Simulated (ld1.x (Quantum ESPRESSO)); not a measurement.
## germanium: one change to a TM potential, before and after

ld1.x (Quantum ESPRESSO) 7.5 input, shortened:

```
&input
   title='Ge', zed=32., rel=1, dft='PBE', iswitch=3,
   config='[Ar] 3d10 4s2 4p1.5'
 /
 &inputp
   pseudotype=2, tm=.true., lloc=1,
   nlcc=.false.
 /
2
4S  1  0   2.00   0.00  1.90  1.90  0.0
4P  2  1   1.50   0.00  2.40  2.40  0.0
 &test
   configts(1)='4s2 4p1.5'
 /
```

Change: core correction a·sin(br)/r model core inside 1.72 bohr.

Cutoffs: the cutoffs (Ry, on a coarse ladder) from which the occupation-weighted sum of valence levels, in a spherical-Bessel basis at the reference potential, stays within 10 and 1 mRy of its value at 400 Ry; they do not see the model core or the augmentation charge, which bear on the density cutoff. Errors are all-electron minus pseudo energies relative to the spin-unpolarised reference configuration.

Task: How do hardness, ghosts and transferability respond?

Result: The potential gets neither clearly harder nor softer (25 Ry and 40 Ry → 25 Ry and 40 Ry); of the 7 tests that both files solve, the error grows in 4 and shrinks in 1 by more than 15 % and 0.3 meV (median size 6.5 → 18.3 meV); neither file shows a bound ghost. A model core, the more so a compact one, raises the density cutoff, which this test does not measure.

| quantity | base | changed |
| --- | --- | --- |
| cutoff, loose | 25 Ry | 25 Ry |
| cutoff, tight | 40 Ry | 40 Ry |
| bound ghosts | none | none |
| error for 4s2 4p2, meV [ΔE -2.80 eV] | +0.4 | -0.3 |
| error for 4s2 4p1, meV [ΔE 4.64 eV] | -1.1 | -2.9 |
| error for 4s2 4p0, meV [ΔE 20.08 eV] | -6.5 | -47 |
| error for 4s2 4p2.3, meV [ΔE -3.69 eV] | +0.8 | -0.7 |
| error for 4s1 4p2, meV [ΔE 13.36 eV] | +11 | -18 |
| error for 4s1 4p0, meV [ΔE 54.87 eV] | +73 | -261 |
| error for 4s0 4p4, meV [ΔE 13.39 eV] | +56 | -21 |
| s: phases at 2.59 bohr within 0.05 rad from the reference energy up to (Ry; the scan ends near 5) | 2.0 | 2.0 |
| p: phases at 2.59 bohr within 0.05 rad from the reference energy up to (Ry; the scan ends near 5) | 2.5 | 2.5 |
